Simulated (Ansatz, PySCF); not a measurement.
Gas-phase reaction (SMILES): COB(Br)OC [bromo(dimethoxy)borane] + 2 B (BH3) + 2 O (H2O) -> BBr (BH2Br) [bromoborane] + 2 BO (H3BO) [borinic acid] + 2 CO (CH4O) [methanol]; bond separation energy.

Geometries: B3LYP-D3(BJ)/def2-TZVP minima from Ansatz (a program for electronic structure), one conformer each, not searched for the lowest. Valence correlation only, unless marked. Spin-orbit coupling is left out. Frozen are the shells of the preceding noble gas and the d and f shells that filled before the atom's block. No relativistic terms. CBS marks a two-point X^-3 extrapolation of the correlation energy; Hartree-Fock from the larger set. Thermal terms are rigid-rotor harmonic-oscillator values from B3LYP-D3(BJ) frequencies (Ansatz or PySCF) at 298.15 K and 1 atm. 1 Eh = 627.5095 kcal/mol.

```csv
species,"E, CCSD(T)/CBS(cc-pVTZ,cc-pVQZ) (Ansatz) (Eh)","E, PBE-D3(BJ)/def2-TZVPD (Ansatz + dftd3) (Eh)",H - E (Eh)
COB(Br)OC,-2827.64728,-2828.81257,0.09955
B (BH3),-26.54901,-26.55313,0.03008
BBr (BH2Br),-2598.68554,-2599.78782,0.02466
BO (H3BO),-101.79827,-101.81992,0.03929
CO (CH4O),-115.60979,-115.63404,0.05533
O (H2O),-76.37426,-76.38147,0.02495
```

Task: Work out ΔE and ΔH at 298.15 K at the first level, then ΔH at the second.

Result: 
1. ΔE = [(-2598.68554) + 2×(-101.79827) + 2×(-115.60979)] - [(-2827.64728) + 2×(-26.54901) + 2×(-76.37426)] = -0.00784 Eh = -4.9 kcal/mol at CCSD(T)/CBS(cc-pVTZ,cc-pVQZ).
2. The terms H - E add up to 0.00429 Eh, so ΔH = (-0.00784 + (0.00429))×627.5095 = -2.2 kcal/mol.
3. At PBE-D3(BJ)/def2-TZVPD the same steps give ΔE = -8.8 and ΔH = -6.1 kcal/mol, a shift of -3.9 from the first level.
4. These values are not checked against measurement here, since the tables used lack a sound gas-phase enthalpy of formation for at least one species.
